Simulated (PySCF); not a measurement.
cyclopenta-2,4-dien-1-one (C5H4O), SMILES C1(C=CC=C1)=O.

Geometry optimised at PBE0-D3(BJ)/def2-SVP.

All values below come from SMD-PBE0/6-31G* (PySCF).

Solvation free energies are E(SMD) − E(gas) at the gas-phase geometry, for 1 M in both phases. In vacuum the dipole moment is 3.03 D.

Problem. Rank water, benzene, n-hexane by solvation free energy, most negative first.

Solution. benzene (-5.6 kcal/mol), n-hexane (-5.0 kcal/mol), water (-3.1 kcal/mol)
